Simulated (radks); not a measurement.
Species: Pd2+. Configuration: [Ar] 3d10 4s2 4p4 4d8 4f2 (not the ground configuration). Method: scalar-relativistic Kohn-Sham, PBEsol, spin-polarised, spherical densities, finite nucleus; open shells are filled with parallel spins first (spin-orbit coupling, left out, can overturn this in heavy ions); Fermi nuclear charge, rms radius 4.5318 fm; computed with a radial shooting solver on a logarithmic mesh with Libxc functionals.

Local quantities along the radius. ELF = 1/(1 + alpha^2) is the electron localisation function; alpha = (tau - tau_W)/tau_unif compares the Pauli kinetic energy density with that of the uniform gas (summed over spins). tau is taken from the large components.

r (bohr),ELF,alpha
0.001466,1.000,0.02223
0.001987,0.999,0.02279
0.002672,0.999,0.02416
0.003621,0.999,0.02676
0.004868,0.999,0.03110
0.006598,0.999,0.03876
0.008871,0.997,0.05215
0.01202,0.994,0.07881
0.01616,0.982,0.1346
0.02191,0.931,0.2728
0.02945,0.728,0.6119
0.03991,0.386,1.261
0.05366,0.332,1.419
0.07273,0.588,0.8371
0.09778,0.760,0.5614
0.1325,0.629,0.7688
0.1782,0.315,1.474
0.2415,0.493,1.014
0.3246,0.759,0.5629
0.44,0.646,0.7399
0.5915,0.196,2.028
0.8017,0.515,0.9702
1.078,0.713,0.6350
1.461,0.498,1.004
1.964,0.140,2.476
2.662,0.024,6.341
3.579,0.036,5.179
4.85,0.041,4.839
6.521,0.017,7.645
8.837,0.002,23.08
11.88,0.000,153.3

On this mesh the ELF has minima near r = 0.046, 0.18, 0.59 bohr, which separate the shells, and maxima near 0.098 (0.76), 0.38 (0.76), 1.1 (0.71).

Self-consistent cycle (total energy in hartree, residual of the potential): 1: -5032.002904, 7e+00; 2: -5035.810506, 3e+00; 3: -5036.482978, 4e-01; 4: -5036.494403, 5e-02; 5: -5036.496284, 4e-03; 6: -5036.496231, 1e-03; 7: -5036.496189, 6e-05; 8: -5036.496189, 8e-05; 9: -5036.496189, 2e-05; 10: -5036.496189, 6e-06; 11: -5036.496189, 4e-07; 12: -5036.496189, 4e-08; 13: -5036.496189, 1e-08; 14: -5036.496189, 2e-09.
